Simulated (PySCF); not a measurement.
Molfile (atoms numbered from 1):
```
C6H7NOS
     RDKit          3D

 16 16  0  0  0  0  0  0  0  0999 V2000
    2.5723    0.3299    0.8418 C   0  0  0  0  0  0  0  0  0  0  0  0
    1.8523    0.3574   -0.8071 S   0  0  0  0  0  4  0  0  0  0  0  0
    2.1984   -0.9203   -1.4738 O   0  0  0  0  0  0  0  0  0  0  0  0
    0.1437    0.2040   -0.2521 C   0  0  0  0  0  0  0  0  0  0  0  0
   -0.5831   -0.8968   -0.6696 C   0  0  0  0  0  0  0  0  0  0  0  0
   -1.9101   -0.9627   -0.2742 C   0  0  0  0  0  0  0  0  0  0  0  0
   -2.4319    0.0619    0.4990 C   0  0  0  0  0  0  0  0  0  0  0  0
   -1.6033    1.1187    0.8513 C   0  0  0  0  0  0  0  0  0  0  0  0
   -0.3307    1.1975    0.4806 N   0  0  0  0  0  0  0  0  0  0  0  0
    2.3618   -0.6385    1.2971 H   0  0  0  0  0  0  0  0  0  0  0  0
    3.6463    0.4705    0.7212 H   0  0  0  0  0  0  0  0  0  0  0  0
    2.1385    1.1460    1.4194 H   0  0  0  0  0  0  0  0  0  0  0  0
   -0.1009   -1.6569   -1.2716 H   0  0  0  0  0  0  0  0  0  0  0  0
   -2.5286   -1.8034   -0.5671 H   0  0  0  0  0  0  0  0  0  0  0  0
   -3.4644    0.0490    0.8253 H   0  0  0  0  0  0  0  0  0  0  0  0
   -1.9791    1.9386    1.4561 H   0  0  0  0  0  0  0  0  0  0  0  0
  2  1  1  1
  2  3  2  0
  2  4  1  0
  4  5  2  0
  5  6  1  0
  6  7  2  0
  7  8  1  0
  8  9  2  0
  9  4  1  0
  1 10  1  0
  1 11  1  0
  1 12  1  0
  5 13  1  0
  6 14  1  0
  7 15  1  0
  8 16  1  0
M  END
```

Geometry: PBE0-D3(BJ)/def2-TZVP; GIAO absolute shieldings from PySCF 2.14.0 with density-fitted response routines, gas phase, non-relativistic, averaged over equivalent atoms.

At B97-2/pcSseg-2 (429 basis functions, 3.3 min wall time (6.5 min CPU) on 2 threads of an Intel Xeon, shared host):
| atoms | σ (ppm) |
| --- | --- |
| C4 | 3.8 |
| C8 | 29.1 |
| C6 | 41.1 |
| C7 | 56.8 |
| C5 | 59.2 |
| C1 | 141.9 |
| S2 | 169.6 |
| O3 | 291.3 |
| N9 | -77.6 |
| H16 | 22.80 |
| H13 | 23.20 |
| H14 | 23.57 |
| H15 | 24.24 |
| H10/H11/H12 | 29.08 |

Problem. Predict the values at wB97X-D/pcSseg-2 on the same geometry.

Solution. 
```csv
atoms,σ at wB97X-D/pcSseg-2,change
C4,0.5,-3.3
C8,25.1,-4.0
C6,36.7,-4.4
C7,53.1,-3.7
C5,55.6,-3.6
C1,141.7,-0.2
S2,161.2,-8.4
O3,296.7,+5.4
N9,-86.3,-8.7
H16,22.71,-0.09
H13,23.08,-0.12
H14,23.45,-0.12
H15,24.10,-0.14
H10/H11/H12,29.09,+0.01
```

The largest change is at N9 (pyridine-type ring nitrogen). Cost: 429 basis functions, 4.4 min wall time (8.4 min CPU) on 2 threads of an Intel Xeon, shared host. The order of the carbon signals is the same at both levels.
